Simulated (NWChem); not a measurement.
Ionisation of Ge (-1)

```xyz
1

Ge     0.0000     0.0000     0.0000
```
Charge -1, spin multiplicity 4.

All runs are NWChem calculations.

Basis set: def2-TZVPD. The species with one electron less has spin multiplicity 3. Δ marks differences of total energies (open shells unrestricted). −ε marks an orbital energy of the parent. That orbital need not have the symmetry of the hole or added electron in the Δ rows.

The Hamiltonian is non-relativistic. B3LYP has NWChem's definition, with VWN1-RPA local correlation. The stability of the SCF solutions was not checked.

**Question.** Order these methods by the first vertical ionisation energy they give, lowest first: −ε(alpha HOMO) of B3LYP, −ε(alpha HOMO) of PBE, −ε(alpha HOMO) of PBE0, −ε(alpha HOMO) of BHandHLYP, ΔB3LYP.

**Answer.** −ε(alpha HOMO) of PBE (-2.30 eV), −ε(alpha HOMO) of B3LYP (-1.73 eV), −ε(alpha HOMO) of PBE0 (-1.30 eV), −ε(alpha HOMO) of BHandHLYP (-0.71 eV), ΔB3LYP (0.85 eV)
